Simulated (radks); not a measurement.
Values are calculated unless marked as measured or tabulated.
Species: Cu I. Configuration: [Ar] 3d10 4s1 (the NIST ground configuration). Level of theory: non-relativistic Kohn-Sham, exchange-only LDA, spin-polarised, spherical densities, point nucleus; open shells are filled with parallel spins first (a radial shooting solver on a logarithmic mesh with Libxc functionals).

Normalised radial functions P(r) = r R(r), r in bohr:

```
   r/bohr * 3s down (the largest magnitude, 1.3, reaches the edge; | marks zero)
 0.001725                             |*
 0.002615                             | *
 0.003963                             |  *
 0.006008                             |   *
 0.009107                             |    *
  0.01381                             |      *
  0.02093                             |       *
  0.03172                             |       *
  0.04809                             |    *
   0.0729                            *|
   0.1105                   *         |
   0.1675              *              |
   0.2539                       *     |
   0.3849                             |             *
   0.5835                             |                          *
   0.8846                             |                    *
    1.341                             |       *
    2.033                             |*
    3.081                             *
    4.671                             *
     7.08                             *
    10.73                             *
```

3s down: eigenvalue -109.10 eV, 2 radial nodes at r = 0.0693, 0.293 bohr, <r> = 0.724 bohr, 90 % of the charge inside 1.09 bohr.
